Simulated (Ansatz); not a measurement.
Consider the ligand exchange at the In–O bond: `[SiH3][O][InH][SeH]` + HCl → `[Cl][InH][SeH]` + silanol.

Gas-phase electronic energies from Ansatz, PBE0-D4/def2-TZVP geometries. CCSD(T)/CBS adds triple-zeta CCSD(T) − MP2 to the extrapolated MP2 energy (def2 sets, frozen cores). This one scheme is used for every species. DFT in def2-TZVPP. Elements past krypton have def2 core potentials. For In, Se outer-core shells are correlated without core-valence functions, which leaves a few kJ/mol of doubt a bond. Scalar relativity is left out up to krypton. One conformer a species, not always the lowest.

| level | ΔE (kJ/mol) |
| --- | --- |
| BLYP-D4 | -63.3 |
| PBE0-D4 | -73.6 |
| ωB97X-V | -69.1 |
| MP2/CBS(def2) | -64.6 |

Question: What does CCSD(T)/CBS give? (Estimate.)

Answer: Computed: -62.8 kJ/mol. The listed levels differ from it by -0.5, -10.8, -6.3, -1.8 kJ/mol.

Largest T1 diagnostic among the species: 0.014.

In def2-TZVPP, CCSD(T) changes the Hartree–Fock value by +24.0 kJ/mol (the triples alone add +3.2 kJ/mol) and MP2 by +22.2 kJ/mol. The D4 term adds +6.8 kJ/mol with B3LYP and +4.0 kJ/mol with PBE0; it sums over pairs of atoms, weighted by their polarisabilities, and B3LYP, whose exchange is more repulsive, gets the larger term.

CCSD(T)/CBS has its own doubt, a few kJ/mol and more with outer-core shells, so smaller differences from it don't rank the levels.

B3LYP here is the variant with VWN-RPA as its local correlation; programs differ in this.
